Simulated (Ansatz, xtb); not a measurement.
## Relative energy of two isomers of GeH3OSi+

Structure X is `[SiH2+][O][GeH]`, a singlet and structure Y is `[SiH3][O+]=[Ge]`, a singlet. Both are isolated ions in the gas phase, relaxed with B3LYP/6-31G*; the shapes shown needn't be the lowest conformers.

X (Å):

```tsv
atom	x (Å)	y (Å)	z (Å)
Ge	1.0690	-1.0583	2.0845
O	-0.3972	-2.3319	2.0338
Si	-1.5320	-3.3887	1.8253
H	-2.8446	-2.9461	1.3293
H	-1.2584	-4.8048	2.1162
H	0.7011	-0.7244	3.6100
```

Y (Å):

```xyz
6

Ge   -3.2618   -1.4805    1.9646
O    -1.7066   -2.1333    2.0855
Si   -0.0883   -2.8099    2.2071
H    -0.2904   -4.2669    2.1122
H     0.6397   -2.2304    1.0639
H     0.4022   -2.3573    3.5213
```

Quicker runs give these differences E(Y) − E(X): GFN2-xTB −43.4 kJ/mol; HF/STO-3G −286.2 kJ/mol (at GFN2-xTB geometries); r2SCAN-D4/def2-SVP −123.5 kJ/mol (at GFN2-xTB geometries).

Task: Estimate E(Y) − E(X) at the level CCSD(T)/def2-TZVPP.

Result: Calculated at CCSD(T)/def2-TZVPP: E(Y) − E(X) = −127.8 kJ/mol, so structure Y lies lower.

Level by level:

```tsv
level	geometry	E(Y) − E(X) (kJ/mol)	departure from the last row (kJ/mol)	job, with rough time for the two
GFN2-xTB	GFN2-xTB	−43.4	+84.4	optimisation, 1 s
HF/STO-3G	GFN2-xTB	−286.2	−158.4	single point, 2.1 s
r2SCAN-D4/def2-SVP	GFN2-xTB	−123.5	+4.2	single point, 11 s
B3LYP/6-31G*	B3LYP/6-31G*	−122.3	+5.5	optimisation, 73 s
HF/def2-TZVPP	B3LYP/6-31G*	−122.8	+5.0	part of the CCSD(T) run
MP2/def2-TZVPP	B3LYP/6-31G*	−132.5	−4.8	part of the CCSD(T) run
CCSD(T)/def2-TZVPP	B3LYP/6-31G*	−127.8		single point, 5 min
```

As drawn, Y has 1 Ge=O, 1 Si–H in place of 1 Ge–O, 1 Ge–H.

None of the levels shown reverses the order. The largest departure from CCSD(T)/def2-TZVPP is that of HF/STO-3G, 158.4 kJ/mol.

With harmonic frequencies from B3LYP/6-31G* (ideal gas, rigid rotor, one conformer each, 298.15 K, 1 atm): the zero-point term adds +7.0 kJ/mol; ΔH is −122.3 and ΔG −116.7 kJ/mol.

The correlated steps freeze 15 core orbitals; the filled d shell of Ge is correlated, in a basis made for valence electrons. Codes used: Ansatz 0.2.0, xtb 6.7.1; the last row on 1 thread of AMD EPYC (Zen 3) on a shared host.
